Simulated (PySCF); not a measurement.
C5H4F2O, SMILES C=C=COC=C(F)F. Geometry optimised at PBE0-D3(BJ)/def2-SVP. The structure was generated by enumeration, and PubChem lists no compound with its InChIKey, so it may never have been made. Other conformers were not sampled.

Computed equilibrium geometry at PBE0-D3(BJ)/def2-SVP (PySCF confirms it by a frequency run) as a Z-matrix (one conformer of several):
```
C
C 1 1.3304
F 2 1.3073 1 125.15
F 2 1.3114 3 111.81 1 178.63
O 1 1.3580 2 120.46 3 2.91
C 5 1.3625 1 117.07 2 -143.37
C 6 1.3143 5 126.82 1 6.11
C 7 1.3086 5 154.93 1 6.10
H 1 1.0927 2 120.51 3 -179.12
H 6 1.0931 7 122.06 5 179.52
H 8 1.0971 7 121.71 10 91.11
H 8 1.0971 11 116.79 7 -179.93
```
Charge 0, spin multiplicity 1.
